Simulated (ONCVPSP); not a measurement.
# Cl: one change to an ONCV potential, before and after

ONCVPSP 4.0.1 input, shortened (lines: element, Z, core and valence counts, functional; n l f; lmax; l rc ep ncon nbas qcut; lloc lpopt rc5 dvloc0; l nproj debl; icmod fcfact rcfact), PBE, scalar-relativistic:

```
  Cl 17.00    3    2        4      upf
    1    0    2.00
    2    0    2.00
    2    1    6.00
    3    0    1.50
    3    1    5.50
    2
    0    1.10    0.00    5    9    5.20
    1    1.15    0.00    4    7    7.00
    2    1.00    0.37    3    6   11.40
    4    4    0.70    0.00
    0    3    2.80
    1    2    0.80
    2    2    3.50
    0    0.00    0.00
```

Change: p: rc 1.06.

Cutoffs: the cutoffs (Ha) at which the residual kinetic energy of the hardest occupied pseudo-wave falls to 1 and 0.1 mHa per electron; they do not see the model core or the augmentation charge, which bear on the density cutoff. Errors are all-electron minus pseudo energies relative to the spin-unpolarised reference configuration.

Question: How do hardness, ghosts and transferability respond?

Answer: The potential gets neither clearly harder nor softer (147 Ha and 186 Ha → 147 Ha and 186 Ha); the bound ghosts move from s to p, s; the errors of the 3 common tests hardly move.

```csv
quantity,base,changed
"cutoff, loose",147 Ha,147 Ha
"cutoff, tight",186 Ha,186 Ha
loose cutoff by channel,"s 147 Ha, p 9.5 Ha","s 147 Ha, p 100 Ha"
bound ghosts,s,"s, p"
GHOST(+) flags under 300 eV,none,none
tests with a reliable result,3 of 4,3 of 4
"error for 3s2 3p5, meV [ΔE -6.06 eV]",+20,+20
"error for 3s2 3p4, meV [ΔE 7.81 eV]",+22,+22
"error for 3s2 3p3, meV [ΔE 33.26 eV]",+33,+30
s: phases at 1.12 bohr within 0.05 rad from the reference energy up to (Ha; the scan ends near 5),n/a,n/a
d: phases at 1.02 bohr within 0.05 rad from the reference energy up to (Ha; the scan ends near 5),to the end of the scan,to the end of the scan
```

 A true bound ghost makes a file unfit for plane-wave use even where its test errors are small: the radial tests pick states by their node count and pass the ghost by.
